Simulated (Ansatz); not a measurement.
Consider the substitution at a C–B bond: `CB(C)C=O` + `[OH][SnH]([OH])[OH]` → `C[O][SnH]([OH])[OH]` + `CBC=O`.

Program: Ansatz. Geometries: PBE0-D4/def2-TZVP. ΔE: electronic, gas phase. CCSD(T)/CBS adds triple-zeta CCSD(T) − MP2 to the extrapolated MP2 energy (def2 sets, frozen cores). DFT in def2-TZVPP. B3LYP here is the variant with VWN-RPA as its local correlation; programs differ in this. HSE06 is defined as in plane-wave codes. Elements past krypton have def2 core potentials. For Sn outer-core shells are correlated without core-valence functions, which leaves a few kJ/mol of doubt a bond. Each species was taken in one conformer, which may not be the lowest.

```csv
level,ΔE (kJ/mol),difference from CCSD(T)/CBS
LDA (SPW92),118.9,5.0
r2SCAN-D4,115.3,1.4
B3LYP-D4,108.3,-5.6
r2SCAN0-D4,117.4,3.5
HSE06-D4,115.8,1.9
ωB97M-V,114.8,0.9
B2PLYP,110.5,-3.4
PBE,113.1,-0.8
PBE0,115.7,1.8
CAM-B3LYP,109.5,-4.4
HF/def2-SVP,91.8,-22.1
CCSD/def2-SVP,98.5,-15.4
MP2/def2-TZVPP,117.9,4.0
HF/def2-QZVPP,100.3,-13.6
MP2/CBS(def2),120.3,6.4
CCSD/CBS(def2),113.7,-0.2
CCSD(T)/CBS,113.9,0
```

Largest T1 diagnostic among the species: 0.016.

Leaving LDA and LC-ωPBE aside and taking each functional with its dispersion term where it has one, the values, not all of them listed here, spread over 11.9 kJ/mol, from BLYP-D4 to r2SCAN0-D4. LDA lies +5.9 kJ/mol from PBE without D4. In def2-TZVPP, CCSD(T) changes the Hartree–Fock value by +10.7 kJ/mol (the triples alone add +0.3 kJ/mol) and MP2 by +17.1 kJ/mol. At CCSD(T), def2-SVP lies −15.8 kJ/mol from the extrapolated value and def2-TZVPP −2.5 kJ/mol.
